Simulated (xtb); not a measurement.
xtb input:

```bash
xtb mol.xyz --gfn 2 --ohess tight --chrg 1 --uhf 0
```
mol.xyz:
```
13

N     -0.18617597     1.62586923    -0.60425542
Si     0.09632153     0.01114615    -0.20971853
N      1.65737779    -0.30834197     0.47084196
N     -0.73976150    -1.05646364    -1.13072048
O     -0.78309985    -0.26847067     1.40004516
H     -0.72388121     1.94205430    -1.34518468
H      0.32194365     2.43200519    -0.13843291
H      2.43649926     0.12204667    -0.01192465
H      1.80779357    -1.11244412     1.03701968
H     -0.35412758    -1.94296300    -1.36594971
H     -1.50019466    -0.82794570    -1.71921784
H     -1.67444891    -0.68285166     1.37639952
H     -0.70621277     0.23332791     2.19523213
```

Q: Predict the final energy.

A: -18.29176 Eh (GFN2-xTB).

It need not be the lowest isomer of its formula.
